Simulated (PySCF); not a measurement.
Bonding in `CC/C(=C/[SiH3])CF`

Species: C5H11FSi.
Numbering: `[CH3:1][CH2:2]/[C:3](=[CH:4]/[SiH3:5])[CH2:6][F:7]` (hydrogens: H8, H9, H10 on C1; H11, H12 on C2; H13 on C4; H14, H15, H16 on Si5; H17, H18 on C6)

Structure used (GFN2-xTB), in Å, numbered top down from 1:
```xyz
18
C5H11FSi angstrom
C     -2.4094   -0.4321    0.2706
C     -1.2307   -0.9083   -0.5812
C      0.0314   -0.1340   -0.2946
C      1.0490   -0.6445    0.3891
Si     2.6825    0.1788    0.8486
C      0.0097    1.2653   -0.8396
F      1.2296    1.8898   -0.7690
H     -2.1473   -0.4616    1.3258
H     -2.6960    0.5842    0.0120
H     -3.2689   -1.0786    0.1100
H     -1.4913   -0.8122   -1.6388
H     -1.0514   -1.9647   -0.3743
H      0.9313   -1.6684    0.7244
H      2.4574    1.4101    1.6042
H      3.3721   -0.7847    1.7196
H      3.4957    0.4086   -0.3436
H     -0.2801    1.2648   -1.8977
H     -0.6921    1.8940   -0.2770
```

Bond orders from the PBE0/pcSseg-1 density (PySCF). Geometry: GFN2-xTB, one conformer, isolated molecule. GFN2-xTB frequencies show an imaginary mode (48i cm⁻¹), so this geometry is no minimum at that level.

(1) How far do the computed orders between heavy atoms stray from the drawn ones?

(2) Give the Mayer order of every bond, beside its length.

## Answers

(1) The largest departure is 0.129, at C6–F7 (drawn single, 0.871). Drawn single, order below 0.88: C6–F7 (0.871).

(2) 
| bond | drawn as | length (Å) | Mayer order |
| --- | --- | --- | --- |
| C1–C2 | single | 1.530 | 1.036 |
| C2–C3 | single | 1.508 | 1.033 |
| C3–C4 | double | 1.328 | 1.926 |
| C4–Si5 | single | 1.886 | 0.893 |
| C3–C6 | single | 1.502 | 0.999 |
| C6–F7 | single | 1.372 | 0.871 |
| C1–H8 | single | 1.088 | 0.967 |
| C1–H9 | single | 1.087 | 0.965 |
| C1–H10 | single | 1.087 | 0.968 |
| C2–H11 | single | 1.093 | 0.936 |
| C2–H12 | single | 1.091 | 0.947 |
| C4–H13 | single | 1.084 | 0.922 |
| Si5–H14 | single | 1.462 | 0.943 |
| Si5–H15 | single | 1.471 | 0.922 |
| Si5–H16 | single | 1.461 | 0.944 |
| C6–H17 | single | 1.097 | 0.939 |
| C6–H18 | single | 1.097 | 0.935 |

Bonds between the same two heavy elements. C–C: lowest C3–C6 (0.999, 1.502 Å), highest C3–C4 (1.926, 1.328 Å); in 2 of the 6 pairs the longer bond (by over 0.003 Å) has the higher order (by 0.02 or more).

Question: Sum the orders of all bonds at each heavy atom with more than one neighbour and set the sums beside the valence in the SMILES.

Answer: C1 3.936 (drawn 4), C2 3.952 (drawn 4), C3 3.958 (drawn 4), C4 3.741 (drawn 4), Si5 3.702 (drawn 4), C6 3.744 (drawn 4). Orders between atoms that aren't bonded are not in these sums.

The Mayer order sums products of elements of PS (density times overlap matrix) between the two atoms' basis functions, so it depends on the basis set.
